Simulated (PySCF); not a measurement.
**`C=NCC([SeH])(C=O)C=O`, C$_{5}$H$_{7}$NO$_{2}$Se**

Molfile (atoms numbered from 1):
```
C5H7NO2Se
     RDKit          3D

 16 15  0  0  0  0  0  0  0  0999 V2000
    2.6324   -0.2664   -0.2428 C   0  0  0  0  0  0  0  0  0  0  0  0
    1.5803    0.3896   -0.0795 N   0  0  0  0  0  0  0  0  0  0  0  0
    0.5116   -0.1009    0.7338 C   0  0  0  0  0  0  0  0  0  0  0  0
   -0.7847    0.0061   -0.0556 C   0  0  0  0  0  0  0  0  0  0  0  0
   -0.7565    1.5296   -1.3857 Se  0  0  0  0  0  2  0  0  0  0  0  0
   -1.1796   -1.1712   -0.8728 C   0  0  0  0  0  0  0  0  0  0  0  0
   -1.7523   -1.0537   -1.9211 O   0  0  0  0  0  0  0  0  0  0  0  0
   -1.9479    0.5552    0.7395 C   0  0  0  0  0  0  0  0  0  0  0  0
   -1.8344    1.0792    1.8121 O   0  0  0  0  0  0  0  0  0  0  0  0
    3.4044    0.1533   -0.8691 H   0  0  0  0  0  0  0  0  0  0  0  0
    2.8307   -1.2395    0.2162 H   0  0  0  0  0  0  0  0  0  0  0  0
    0.4237    0.5605    1.6060 H   0  0  0  0  0  0  0  0  0  0  0  0
    0.6600   -1.1355    1.0840 H   0  0  0  0  0  0  0  0  0  0  0  0
    0.0549    2.3769   -0.5391 H   0  0  0  0  0  0  0  0  0  0  0  0
   -0.9416   -2.1592   -0.4392 H   0  0  0  0  0  0  0  0  0  0  0  0
   -2.9086    0.4850    0.2019 H   0  0  0  0  0  0  0  0  0  0  0  0
  1  2  2  0
  2  3  1  0
  3  4  1  0
  4  5  1  0
  4  6  1  0
  6  7  2  0
  4  8  1  0
  8  9  2  0
  1 10  1  0
  1 11  1  0
  3 12  1  0
  3 13  1  0
  5 14  1  0
  6 15  1  0
  8 16  1  0
M  END
```

Computed with GIAO PBE/pcSseg-1 magnetisability, rotational g tensor and spin-rotation constants, non-relativistic, gas phase in PySCF 2.14.0. Geometry: GFN2-xTB.

The calculation is non-relativistic, which matters for the atoms heavier than Zn.

Q: What are the magnetisability and the molar susceptibility?

A: Isotropic -1225 × 10⁻³⁰ J/T², or -73.8 × 10⁻⁶ cm³/mol; principal values -1435, -1193, -1048 × 10⁻³⁰ J/T², anisotropy 339 × 10⁻³⁰ J/T² (root of half the summed squared differences of the principal values). The susceptibility is in cgs units.

Q: Split it along the inertial axes a, b, c into diamagnetic and paramagnetic parts about the centre of mass, with the quadrupole moment.

A: 
| axis | χ (10⁻⁶ cm³/mol) | diamagnetic (10⁻⁶ cm³/mol) | paramagnetic (10⁻⁶ cm³/mol) | summed x² of all electrons (Å²) | quadrupole Θ (D Å) |
| --- | --- | --- | --- | --- | --- |
| a | -65.4 | -1008.7 | 943.3 | 194.0 | +8.38 |
| b | -74.5 | -1272.7 | 1198.3 | 131.8 | -5.60 |
| c | -81.5 | -1382.1 | 1300.6 | 106.0 | -2.79 |

Anisotropies 2χaa − χbb − χcc = +25.1 and 2χbb − χaa − χcc = -2.1 × 10⁻⁶ cm³/mol. Θ is traceless in Buckingham's convention.

Q: And the rotational g tensor?

A: 
```
axis  rotational constant (GHz)        g  nuclear part  electronic part
   a                     1.2341  -0.0324        0.5145          -0.5469
   b                     1.0004  -0.0181        0.5450          -0.5632
   c                     0.8959  -0.0140        0.5334          -0.5474
```
Asymmetric top; isotopes 12C, 1H, 14N, 16O, 80Se; no vibrational averaging.
